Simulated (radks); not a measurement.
The carbon ion C2+, configuration [He] 2s2.

All-electron calculation, non-relativistic Kohn-Sham, exchange-only LDA, spin-polarised, spherical densities, point nucleus. Program: a radial shooting solver on a logarithmic mesh with Libxc functionals.

Energy parts (Ry):
part                  energy
total              -71.71121
kinetic             71.71121
electron-nucleus  -159.85824
Hartree             23.88342
exchange            -7.44758

Orbitals (lengths in bohr, moments of r in powers of bohr; <r^-3> diverges for s and p1/2):
\begin{tabular}{lrrrrr}
orbital & occ. & eigenvalue (Ry) & <r^4> & <r^-3> & <r> \\ \hline
1s & 2 & -22.31063 & 0.02658 & - & 0.2724 \\
2s & 2 & -2.84452 & 8.760 & - & 1.375 \\
\end{tabular}

The highest occupied level is 2s at -38.702 eV. The electron density at the nucleus is 128.1 e/bohr^3. Summed over all electrons, <r^2> = 4.667 bohr^2, which gives a Langevin (diamagnetic) susceptibility term of -3.7 x 10^-6 cm^3/mol. Virial ratio -V/T = 2.00000.
